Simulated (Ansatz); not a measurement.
System: C$_{2}$H$_{4}$ClF, charge 0, singlet. C2H4ClF ((1S)-1-chloro-1-fluoroethane, SMILES C[C@@H](F)Cl).
B3LYP-D3(BJ)/def2-TZVP minimum from Ansatz (a first-principles code):
```
C
F 1 1.3735
H 1 1.0881 2 107.65
C 1 1.5036 3 113.69 2 122.16
H 4 1.0890 1 110.21 3 58.18
H 4 1.0892 5 109.16 1 -121.02
H 4 1.0914 5 109.10 6 -119.29
Cl 1 1.8026 3 105.66 2 -115.54
```
Charge 0, spin multiplicity 1.

Atomisation energy term by term, kcal/mol (programs: Ansatz). UHF or UKS for unpaired electrons; spin-orbit terms are left out. Correlated methods leave the cores frozen. Rows without X2C or -DK are non-relativistic. CBS(X,Y): correlation extrapolated as X^-3, Hartree-Fock from the larger set. A bracket is a step between two methods taken in the basis named. '+ core + X2C': CCSD(T) terms for core correlation (cc-pwCVTZ, 1s frozen past Ne) and scalar relativity (cc-pVTZ-DK). For partners of very few electrons the exact lower level stands in for a higher one.

```csv
term,basis,kcal/mol
Hartree-Fock,cc-pV(Q+d)Z,513.31
CCSD correlation,"CBS(cc-pV(T+d)Z,cc-pV(Q+d)Z)",175.95
(T),"CBS(cc-pV(T+d)Z,cc-pV(Q+d)Z)",12.49
CCSDT(Q) - CCSD(T),cc-pV(D+d)Z,0.52
core correlation,cc-pwCVTZ,2.42
scalar relativity,"X2C, cc-pVTZ-DK",-0.71
sum: De,,704.0
```
